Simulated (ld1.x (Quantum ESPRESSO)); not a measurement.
## Which change was made? (Sb, TM)

- Element: Sb
- Generator: ld1.x (Quantum ESPRESSO) 7.5
- Type: norm-conserving Troullier–Martins (Kleinman–Bylander form)
- Functional: PW91
- Relativity: scalar-relativistic
- Frozen core: [Kr]
- Valence charge: 15
- Reference configuration: 4d10 5s1 5p4
- Partial waves: 5s (bound): rc 1.60 bohr; 5p (bound): rc 2.35 bohr; 4d (bound): rc 1.05 bohr
- Local potential: all-electron potential smoothed inside 0.80 bohr (lloc = -2)
- Core correction: none

Cutoffs, loose and tight: the cutoffs (Ry, on a coarse ladder) from which the occupation-weighted sum of valence levels, in a spherical-Bessel basis at the reference potential, stays within 10 and 1 mRy of its value at 400 Ry. They do not see the model core or the augmentation charge, which bear on the density cutoff. Test errors are all-electron minus pseudo excitation energies from the reference, over the configurations 4d10 5s2 5p3; 4d10 5s2 5p2; 4d10 5s2 5p1; 4d10 5s2 5p3.3; 4d10 5s1 5p0; 4d10 5s1 5p3; 4d10 5s2 5p0; variants that change the core or the reference have their own tests.

The base gives: outcome: generated; cutoff, loose: 110 Ry; cutoff, tight: 180 Ry; bound ghosts: s, p; largest test error (meV): +51.

After one change the result is: outcome: generated; cutoff, loose: 110 Ry; cutoff, tight: 180 Ry; bound ghosts: s, p; largest test error (meV): -17. Which change was it?
A. reference 4d10 5s2 5p3
B. core correction a·sin(br)/r model core inside 1.12 bohr
C. fully relativistic

B. The others give: reference 4d10 5s2 5p3 → outcome: generated; cutoff, loose: 110 Ry; cutoff, tight: 180 Ry; bound ghosts: s, p; largest test error (meV): -132 | fully relativistic → outcome: generated; cutoff, loose: 110 Ry; cutoff, tight: 160 Ry; bound ghosts: s, p3/2, p1/2; largest test error (meV): +73.
